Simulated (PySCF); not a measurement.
# One molecule, several mistakes: Al2BH6N

All numbers below are calculated, not measured. They come from PySCF 2.14.0, an open-source quantum chemistry program, on an isolated molecule that a program drew, which may never have been made. The molecule is Al2BH6N (charge 0, singlet), drawn as the SMILES string `N[BH][AlH][AlH2]`.

Each row is a Hartree-Fock (HF) and frozen-core CCSD(T) single point in the cc-pV(D+d)Z basis, meant for a local HF minimum. Run 1 is clean. Each other run has one planted mistake out of seven kinds, and not every kind appears here: one electron removed, one electron added, multiplicity raised by two, geometry at a saddle point, minimal basis STO-3G, one bond length entered in bohr, all coordinates scaled. The reference is restricted for singlets and unrestricted otherwise, and also for a bond in bohr. Adding or removing an electron swaps singlet and doublet. Electrons count all cores. HOMO and LUMO are orbital energies over both spins, the gradient is its largest component, and the lowest frequency (negative if imaginary) is given only where the gradient is small. Bond lengths are over the 9 bonds as drawn. T1 is the CCSD diagnostic: over 0.02 (restricted) or 0.045 (unrestricted) a single reference is doubtful.

Geometry of the clean run:
```xyz
10
Al2BH6N, angstrom
N     2.5620   -0.7017   -0.8494
B     1.6143   -0.2202    0.0498
Al   -0.4177    0.2068   -0.6102
Al   -2.3909    1.1183    0.8732
H     2.3726   -0.8733   -1.8154
H     3.5057   -0.9109   -0.5904
H     1.9995   -0.0647    1.1857
H    -0.7382   -0.0641   -2.1588
H    -3.3955    0.1571    1.6516
H    -2.6750    2.6747    1.0631
```

| run | electrons | basis functions | <S^2> | HOMO (eV) | LUMO (eV) | gradient (hartree/bohr) | lowest frequency (cm^-1) | mean bond (Å) | longest bond (Å) | T1 | HF (hartree) | CCSD(T) (hartree) | mistake |
|---|---|---|---|---|---|---|---|---|---|---|---|---|---|
| 1 | 44 | 104 | 0.000 | -8.49 | 0.71 | 9.6e-06 | 32 | 1.5782 | 2.632 | 0.0158 | -566.46647 | -566.91954 | no fault |
| 2 | 44 | 34 | 0.000 | -5.04 | 7.87 | 4.3e-02 | - | 1.5782 | 2.632 | 0.0180 | -559.58957 | -559.79139 | minimal basis STO-3G |
| 3 | 44 | 104 | 0.000 | -8.46 | 0.89 | 9.3e-02 | - | 1.4598 | 2.434 | 0.0140 | -566.41255 | -566.86079 | all coordinates scaled |
| 4 | 45 | 104 | 0.769 | -0.37 | 5.06 | 2.7e-02 | - | 1.5782 | 2.632 | 0.0172 | -566.45967 | -566.92850 | one electron added |
| 5 | 44 | 104 | 2.030 | -5.89 | -0.84 | 4.4e-02 | - | 1.5782 | 2.632 | 0.0552 | -566.37507 | -566.82688 | ? |
| 6 | 43 | 104 | 0.816 | -14.40 | -6.54 | 5.6e-02 | - | 1.5782 | 2.632 | 0.0232 | -566.19041 | -566.62401 | ? |

**Which mistake was planted in run 5, and what did it cost?**

Electrons, basis and geometry are unchanged, and <S^2> is 2.030, beside S(S+1) = 2.00 for a multiplicity of 3. So the mistake is: multiplicity raised by two. Subtracting run 1 and multiplying by 627.51 kcal/mol a hartree, the energy moved by 57.4 kcal/mol in HF and 58.1 kcal/mol in CCSD(T).

**Which mistake was planted in run 6, and what did it cost?**

It counts 43 electrons, one fewer than the clean run, at the same geometry and basis. So the mistake is: one electron removed. Subtracting run 1 and multiplying by 627.51 kcal/mol a hartree, the energy moved by 173.2 kcal/mol in HF and 185.4 kcal/mol in CCSD(T).

Cautions from the logs. Run 5: T1 is over the limit, so its CCSD(T) energy is less reliable.
